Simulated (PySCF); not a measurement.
SiCl2, SMILES [Si](Cl)Cl (connectivity only; charge and spin as stated), neutral, multiplicity 1.

Geometry optimised at PBE-D3(BJ)/def2-TZVP. The isomer is the one that the SMILES or the coordinates give; other isomers of the formula were not compared.

Vertical ionisation energy (IE) and electron affinity (EA) in eV. Rows of orbital energies are one-electron estimates. Where ΔSCF, EOM or ADC give a negative EA the extra electron is unbound and the value depends on the basis.

```tsv
level	IE	EA
−ε(HOMO), −ε(LUMO), HF/def2-TZVPD (PySCF)	10.28	-0.16
ADC(2)/aug-cc-pVDZ (PySCF)	?	?
```

Task: Fill in the missing entries. (An estimate is asked for; the answer gives what the named calculation found.)

Result: 
- ADC(2)/aug-cc-pVDZ (PySCF), IE: 9.76
- ADC(2)/aug-cc-pVDZ (PySCF), EA: 1.13

Task: Beyond the first one, list the lowest photoelectron lines from ADC(2)/aug-cc-pVDZ run with PySCF with their pole strengths (two spins summed). (Estimate from the structure and the level; the computed values follow.)

Result: 11.11 eV (1.78), 11.62 eV (1.78), 12.49 eV (1.78), 12.62 eV (1.76), 13.68 eV (1.77).
